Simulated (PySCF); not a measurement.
Gas-phase reaction: 2 In(CH3)2NH2 + 2 CH3 + H2 ⇌ 2 In(CH3)3.NH3

Method: PySCF energies plus ideal-gas RRHO corrections (1 bar). † marks an energy on the PBE0/def2-TZVP geometry and frequencies. MP2 freezes the core. Open shells (unrestricted): CH3 (multiplicity 2); the rest are closed-shell singlets. In: scalar-relativistic def2 core potential, no spin-orbit coupling. Adducts (In(CH3)3.NH3) have no counterpoise correction, and HF, PBE, BLYP, B3LYP and PBE0 lack dispersion. In(CH3)2NH2, In(CH3)3.NH3: computed as isolated molecules; such fragments, hydroxides, amides, oligomers or adducts are transient or little studied in the gas. MP2 isn't extrapolated to the basis-set limit.

```json
[
 {"level": "M06-2X/def2-TZVP†", "ΔH°(298 K), kJ": "-465"},
 {"level": "MP2/def2-SVP†", "ΔH°(298 K), kJ": "?"},
 {"level": "MP2/def2-TZVPP†", "ΔH°(298 K), kJ": "-482"},
 {"level": "PBE/def2-TZVP†", "ΔH°(298 K), kJ": "-441"},
 {"level": "PBE0/def2-SVP†", "ΔH°(298 K), kJ": "-492"},
 {"level": "LDA/def2-TZVP†", "ΔH°(298 K), kJ": "?"},
 {"level": "ωB97M-V/def2-TZVP†", "ΔH°(298 K), kJ": "?"},
 {"level": "ωB97X-V/def2-TZVP†", "ΔH°(298 K), kJ": "?"}
]
```

Task: Some entries are withheld; supply them.

Result: 
- MP2/def2-SVP†, ΔH°(298 K), kJ: -498
- LDA/def2-TZVP†, ΔH°(298 K), kJ: -565
- ωB97M-V/def2-TZVP†, ΔH°(298 K), kJ: -475
- ωB97X-V/def2-TZVP†, ΔH°(298 K), kJ: -470
